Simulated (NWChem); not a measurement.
Molecule: CH6OSi; SMILES [SiH3]OC

```xyz
9

Si     0.0268     1.0485     0.0003
O     -0.5786    -0.5004    -0.0001
C      0.2144    -1.6533     0.0005
H     -1.1458     1.9628     0.0002
H      0.8711     1.2950     1.2129
H      0.8717     1.2956    -1.2117
H      0.8634    -1.7131     0.8944
H     -0.4435    -2.5358     0.0021
H      0.8617    -1.7151    -0.8946
```
Atoms are numbered in this order, from 1.

All runs use the structure optimised with PBE0/def2-SVP.

 Unshifted, non-relativistic core excitations; the lowest 4 roots alone, so stronger bands may lie above.

Problem. List the first O K-edge excitations from BHandHLYP/def2-TZVP, restricted-window TDA (NWChem).

Solution. 
```tsv
state	energy (eV)	dipole oscillator strength	leading excitation (squared amplitude)
S1	532.6	0.0091	1s of atom 2 or its equivalents → LUMO (0.80)
S2	534.3	0.0224	1s of atom 2 or its equivalents → LUMO+1 (0.45)
S3	534.5	0.0134	1s of atom 2 or its equivalents → LUMO+3 (0.93)
S4	534.6	0.0151	1s of atom 2 or its equivalents → LUMO+2 (0.59)
```
